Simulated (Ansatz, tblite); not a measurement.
Cost and result up the ladder for As₅O₆⁺ (the lowest singlet isomer of a short search) (11 atoms). Charge 1, multiplicity 1. Geometry: PBE-D4/def2-SVP.

Cartesian coordinates in Å:
```
As 0.874 1.767 -2.031
As -1.748 1.128 -0.005
As 1.781 -1.230 -0.434
As 0.149 -0.385 2.265
As -0.742 -2.027 -0.335
O -0.704 -1.775 1.458
O -0.792 0.980 1.491
O -0.462 2.155 -1.011
O -1.402 -0.405 -0.888
O 1.446 0.187 -1.649
O 1.600 -0.395 1.140
```

Ansatz on 4 threads of Arm Neoverse V2 on a shared host; xTB runs through tblite on one thread. Times are rough, summed over both states, and most runs start from the orbitals of an earlier one. PBE0-D4/def2-SVP serves as the yardstick here, not as an exact answer. Differences are given only for rows in sets of like size (and for xTB, whose basis is part of the method), since another set adds its own error. The other state is a triplet at its own geometry.

The xTB rows come from tblite. Correlated methods freeze 51 core orbitals; core or outer-core shells of As are correlated, in sets that lack core-valence functions. The structure comes from a short search, and lower isomers may exist.

Correlated methods converge slowly with the basis, most of all in double-zeta sets.

xTB has no spin-polarisation term.

```tsv
level	functions	wall time
GFN2-xTB	69	0.027 s
GFN1-xTB	69	0.032 s
HF/STO-3G	120	11 s
PBE-D4/def2-SVP	244	18 s
PBE0-D4/def2-SVP	244	39 s
MP2/def2-SVP	244	50 s
```

Question: Estimate what each level gives for the triplet − singlet (eV).

Answer: 
```csv
level,triplet − singlet (eV),difference from PBE0-D4/def2-SVP (eV)
GFN2-xTB,1.37,0.49
GFN1-xTB,1.39,0.51
HF/STO-3G,0.53,–
PBE-D4/def2-SVP,0.92,0.04
PBE0-D4/def2-SVP,0.88,0.00
MP2/def2-SVP,1.15,0.27
```
